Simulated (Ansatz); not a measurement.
Computed with Ansatz on PBE0-D4/def2-TZVP structures; ΔE is electronic, products minus reactants. CBS: MP2 limit from def2 TZ/QZ plus the TZ coupled-cluster correction, frozen cores. DFT in def2-TZVPP. HSE06 is defined as in plane-wave codes. One conformer a species, not always the lowest.

Reaction (redistribution): `BN[SiH2]O` + `O[SiH]([SiH3])S` → `BN[SiH2][SiH3]` + `O[SiH](O)S`

```tsv
level	ΔE (kJ/mol)	difference from CCSD(T)/CBS
LDA (SPW92)	-7.7	-3.1
revPBE-D4	-6.4	-1.8
PBE0-D4	-6.1	-1.5
HSE06-D4	-6.1	-1.5
BHLYP-D4	-4.5	0.1
B2PLYP	-4.6	0.0
PBE-QIDH	-5.8	-1.2
PBE	-5.7	-1.1
HSE06	-6.2	-1.6
BHLYP	-5.2	-0.6
CAM-B3LYP	-5.3	-0.7
MP2/def2-SVP	-6.6	-2.0
CCSD/def2-TZVPP	-6.0	-1.4
CCSD(T)/def2-TZVPP	-5.9	-1.3
HF/def2-QZVPP	-5.4	-0.8
MP2/CBS(def2)	-2.9	1.7
CCSD(T)/CBS	-4.6	0
```

Largest T1 diagnostic among the species: 0.013.

Leaving LDA and LC-ωPBE aside and taking each functional with its dispersion term where it has one, the values, not all of them listed here, spread over 3.6 kJ/mol, from B97M-V to BLYP-D4.
